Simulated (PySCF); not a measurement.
**Orbital energies and ionisation energy**

Species: C6H9Al.
Structure used (PBE0-D3(BJ)/def2-SVP), in Å, numbered top down from 1:
```
atom  x, y, z in Å
C1     2.243   -0.628    1.228
C2     1.557   -0.370    0.261
C3     0.653   -0.001   -0.830
C4    -0.595   -0.924   -0.811
C5    -1.410   -0.731    0.482
Al6   -0.984    1.143    0.925
C7     0.207    1.468   -0.616
H8     2.877   -0.867    2.062
H9     1.189   -0.134   -1.787
H10   -0.284   -1.970   -0.963
H11   -1.207   -0.645   -1.686
H12   -2.475   -0.974    0.340
H13   -1.049   -1.406    1.277
H14   -1.454    2.080    2.122
H15   -0.351    1.815   -1.505
H16    1.066    2.142   -0.485
```

Level: PBE0/def2-SVPD (PySCF). Frontier orbitals with their largest atomic shares (Löwdin; up to four atoms above 4 %):

```
orbital  ε (eV)                            main atoms
 HOMO−3   -8.09    C1 29 %, C2 29 %, C7 10 %, Al6 8 %
 HOMO−2   -7.88     C1 34 %, C2 30 %, Al6 6 %, C3 5 %
 HOMO−1   -7.67  C1 16 %, C2 14 %, Al6 13 %, H14 12 %
   HOMO   -7.12                                     ?
   LUMO   -0.90    Al6 55 %, H14 12 %, C5 9 %, C7 8 %
 LUMO+1    0.35     Al6 38 %, C1 7 %, H15 7 %, C7 7 %
 LUMO+2    0.58    Al6 22 %, C1 20 %, C2 16 %, H8 7 %
```

What vertical ionisation energy does ΔSCF give, and how far is −ε(HOMO) from it?

ΔSCF: 8.95 eV (863 kJ/mol; threshold wavelength 139 nm); ⟨S²⟩ of the doublet left behind is 0.758, against 0.75 for a pure doublet. −ε(HOMO) is 7.12 eV, 1.83 eV below it. In exact Kohn–Sham theory the two would be equal; PBE0 (global hybrid, 25 % exact exchange) falls short of its own ΔSCF value by 20 %.

On which atoms does the HOMO lie?

C5 (ring CH2 carbon) 29 %, C7 (ring CH2 carbon) 23 %, Al6 (aluminium bonded to 2 C and H) 18 %, C4 (ring CH2 carbon) 5 %, so no atom holds as much as 40 %. The HOMO−1 lies 0.55 eV lower.

What kinetic energy would electrons from this vertical process carry with He I light (21.218 eV)?

21.22 − 8.95 = 12.27 eV.

How many of the 10 lowest singlet excitations (vertical TDDFT, same level) lie below the ionisation energy?

All 10; they run from 4.79 to 7.00 eV.

With α = 93.2 au, estimate the like-pair dispersion coefficient by London's formula C6 = (3/4)α²I.

I = 0.3289 Eh, so C6 ≈ 2140 au, a rough estimate.

Isolated species at its PBE0-D3(BJ)/def2-SVP geometry (one conformer only).

The run behind these numbers computed excited states and ΔSCF ions as well. Time: 7.3 min of wall time; peak memory 0.84 GiB. Hardware: one thread of an Arm Neoverse N1, no GPU, shared host with 64 logical CPUs at a one-minute load of 60.
